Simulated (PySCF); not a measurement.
## Where the electron goes

Species: BF3H3P.
Numbering: `[BH3-:1][P+:2]([F:3])([F:4])[F:5]` (hydrogens: H6, H7, H8 on B1)

Structure used (PBE0-D3(BJ)/def2-SVP), in Å, numbered top down from 1:
```xyz
8
BF3H3P angstrom
B      1.0973   -0.0331    0.0716
P     -0.7321    0.0151   -0.0602
F     -1.4198   -0.8672   -1.1628
F     -1.4070    1.3993   -0.3668
F     -1.5730   -0.4244    1.1909
H      1.3224   -1.2039    0.3116
H      1.3135    0.7374    0.9888
H      1.4524    0.3573   -1.0252
```

Method used: TDDFT PBE0/def2-SVPD, vertical, gas phase, core orbitals frozen in the response (PySCF 2.14.0, density-fitted response routines).

Kohn–Sham orbitals with the atoms that hold most of them (Löwdin shares over 4%, at most four atoms):

```csv
orbital,ε (eV),atoms
LUMO+2,0.10,"B1 31%, P2 26%, F4 12%, F5 11%"
LUMO+1,-0.25,"P2 40%, B1 14%, F4 12%, F5 12%"
LUMO,-0.26,"P2 40%, B1 14%, F3 12%, F5 11%"
HOMO,-9.87,"B1 43%, H7 26%, H8 13%, P2 8%"
HOMO-1,-9.89,"B1 43%, H6 24%, H8 17%, P2 8%"
HOMO-2,-10.25,"B1 35%, P2 18%, H6 10%, H7 9%"
HOMO-3,-13.52,"F3 34%, F5 33%, F4 33%"
```

(1) How does S1 compare with the orbital gap of 9.62 eV?

## Answers

(1) S1 is at 7.99 eV (f = 0.0000), 1.63 eV below the gap, made of HOMO→LUMO/LUMO+1 (52%), HOMO-1→LUMO/LUMO+1 (47%). Without the coupling terms of the response equations the lowest excitation would equal the gap.

Next come S2 at 8.15 eV (f 0.0028), HOMO-1→LUMO/LUMO+1 (≥47%), HOMO→LUMO/LUMO+1 (≥30%); S3 at 8.15 eV (f 0.0032), HOMO→LUMO/LUMO+1 (≥45%), HOMO-1→LUMO/LUMO+1 (≥31%); S4 at 8.78 eV (f 0.030), HOMO→LUMO+2 (94%); S5 at 8.79 eV (f 0.026), HOMO-1→LUMO+2 (92%).

Orbitals of the list HOMO-3 to LUMO+2 that lie within 0.01 eV of each other are written together with a slash and their weights summed (≥ marks a lower bound); for degenerate orbitals outside that list single weights are arbitrary.

Hardware: Arm Neoverse V1, one thread, shared host with 64 logical CPUs at a one-minute load of 21. Cost: 51 s, 0.63 GiB resident at most.
